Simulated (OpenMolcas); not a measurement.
## neutral dysprosium: effect of the active space

- Program: OpenMolcas
- Method: SS-CASPT2 or its RAS form, IPEA 0.25 Eh, imaginary shift 0.1 Eh
- Basis: ANO-RCC-VTZP
- Scalar Hamiltonian: DKH2, point nucleus
- Spin-orbit coupling: state interaction with AMFI integrals over the reference wave functions, term energies averaged over their components

A. 10 electrons in 7 orbitals (4f); 2S+1 = 5 even, 35 roots (30 in the spin-orbit step); 2S+1 = 3 even, 210 roots (99 in the spin-orbit step); 2S+1 = 1 even, 196 roots (31 in the spin-orbit step); closed shells correlated: 5s 5p 6s; CASPT2 step about 110 core-seconds
B. 10 electrons in 12 orbitals (RAS2 4f; RAS3 5d, at most 1 electron); 2S+1 = 5 even, 35 roots (13 in the spin-orbit step); 2S+1 = 3 even, 57 roots kept (CI in the orbitals of an earlier block, 0 in the spin-orbit step); 2S+1 = 1 even, 17 roots kept (CI in the orbitals of an earlier block, 0 in the spin-orbit step); 2S+1 = 7 odd, 105 roots (90 in the spin-orbit step); 2S+1 = 5 odd, 103 roots kept (CI in the orbitals of an earlier block); 2S+1 = 3 odd, 11 roots kept (CI in the orbitals of an earlier block); closed shells correlated: 5s 5p 6s; CASPT2 step roughly 7 core-minutes

Energies in cm⁻¹ above 4f¹⁰ 6s² ⁵I₈, the measured ground level; measured values from NIST Handbook of Basic Atomic Spectroscopic Data.

```tsv
Level	A	B	Measured
4f¹⁰ 6s² ⁵I₈	0.0	0.0	0.0
4f¹⁰ 6s² ⁵I₇	4320	3690	4134
4f¹⁰ 6s² ⁵I₆	7400	6920	7051
4f¹⁰ 6s² ⁵I₅	9670	9690	9212
4f¹⁰ 6s² ⁵I₄	11460	12000	10925
```

Deviations, from unrounded energies. A percentage is the sum of absolute deviations over the sum of measured energies, with the sign that they share, or ± where signs differ.

| Against measurement | Levels | A | B |
| --- | --- | --- | --- |
| mean absolute deviation (cm-1) | 4 | 380 | 530 |
| fine structure of the ground term (%) | 4 | +4.9 | ±6.8 |

A lies closest to measurement on these levels. The largest miss of A in the table is 4f¹⁰ 6s² ⁵I₄, by +540 cm-1. The ranking rests on the paired levels alone, and a cruder setting can come out closer through cancelling errors.

The spin-orbit steps hold different terms of 4f¹⁰ 6s² (B lacks among others ¹D, ¹G, ¹L, ³D, ³F), which shifts levels as well.

The two smallest mean deviations differ by little beside CASPT2's spread within terms, so their order carries little weight.

Between A and B the level of the table that moves most is 4f¹⁰ 6s² ⁵I₇, by 620 cm-1 (lowest in B, highest in A). Moves below CASPT2's spread within the term are not significant.

CASPT2 does not keep the components of a term degenerate, so their means are used; among the terms shown or strongly mixed into the levels shown the widest spread is 760 cm-1 (4f¹⁰ 6s² ⁵I, A). High states are left out of the spin-orbit mixing, which shifts the levels that they would mix with. With the s shell closed, the reference lacks s² → p² mixing (holds for A). Each CASPT2 term energy is a mean over a sample of three components (holds for B). Computed and measured levels are paired by configuration, term and J; levels that our copy of the source lacks, or whose pairing is in doubt (as where it misses far off the trend of its configuration), stay unpaired and out of the deviations. Levels of configurations outside the active space are missing. Levels that lie high or do not pair safely by name in every column are left out.
